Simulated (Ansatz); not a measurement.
Species: Be2H2, charge 0, multiplicity 1. SMILES: [BeH][BeH]
Geometry from a B3LYP-D3(BJ)/def2-TZVP (Ansatz, a first-principles code) optimisation:
```xyz
4

H      0.0000     0.0000    -2.3848
Be     0.0000     0.0000    -1.0462
Be     0.0000     0.0000     1.0462
H      0.0000     0.0000     2.3848
```
Charge 0, spin multiplicity 1.

Task: Give the harmonic wavenumbers at B3LYP-D3(BJ)/def2-TZVP (Ansatz, finite differences of forces, unscaled).

Result: 421, 421, 587, 587, 643, 2078, 2103 cm⁻¹. Zero-point energy 9.8 kcal/mol.

Task: From these and the geometry, give the ideal-gas thermochemistry at 298.15 K and 1 atm (rigid rotor, harmonic oscillator).

Result: Point group D∞h, rotational symmetry number 2. Rotational constants 16.2, 16.2 GHz. S(trans) 34.93, S(rot) 12.43, S(vib) 3.10, S(elec, spin only) 0.00, S 50.5 cal/(mol K). H(298) - H(0) 2.73 kcal/mol; G - E(el) -2.5 kcal/mol.
